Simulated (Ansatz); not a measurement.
Reaction: CH5N2S+ (SMILES NC([NH3+])=S) → CH5N2S+ (SMILES [SH+]=C(N)N)
Each species at its own B3LYP-D3(BJ)/def2-TZVP minimum (Ansatz, an electronic-structure program), one conformer.

Property: isomerisation energy (electronic), in kcal/mol. Open shells are spin-unrestricted; no spin-orbit coupling. CBS(X,Y): correlation extrapolated as X^-3, Hartree-Fock from the larger set. A bracket is a step between two methods taken in the basis named. The functionals are non-relativistic, so their misses hold any scalar relativity. Double hybrids freeze cores in their MP2 part. 'core' is core correlation in cc-pwCVTZ (1s frozen past Ne), 'X2C' scalar relativity in cc-pVTZ-DK, both at CCSD(T).

CCSD(T)/CBS(cc-pV(T+d)Z,cc-pV(Q+d)Z) + [CCSDT(Q) - CCSD(T)]/cc-pV(D+d)Z + core + X2C (Ansatz) gives -19.5 kcal/mol.

Q: How far off this value is PBE/def2-TZVPD (Ansatz), in which direction, and which of these levels come nearer: r2SCAN/def2-TZVPD, B3LYP/def2-TZVPD, PBE0/def2-TZVPD, wB97M-V/def2-TZVPD, B2PLYP/def2-TZVPD, CCSD(T)/CBS(cc-pV(T+d)Z,cc-pV(Q+d)Z) + core + X2C?

A: PBE gives -18.9 kcal/mol, 0.6 kcal/mol above it. Differences of the others: r2SCAN/def2-TZVPD (Ansatz) -0.7; B3LYP/def2-TZVPD (Ansatz) -1.5; PBE0/def2-TZVPD (Ansatz) -1.6; wB97M-V/def2-TZVPD (Ansatz) -2.2; B2PLYP/def2-TZVPD (Ansatz) -0.3; CCSD(T)/CBS(cc-pV(T+d)Z,cc-pV(Q+d)Z) + core + X2C (Ansatz) -0.2 kcal/mol. Nearer than PBE: B2PLYP/def2-TZVPD, CCSD(T)/CBS(cc-pV(T+d)Z,cc-pV(Q+d)Z) + core + X2C.
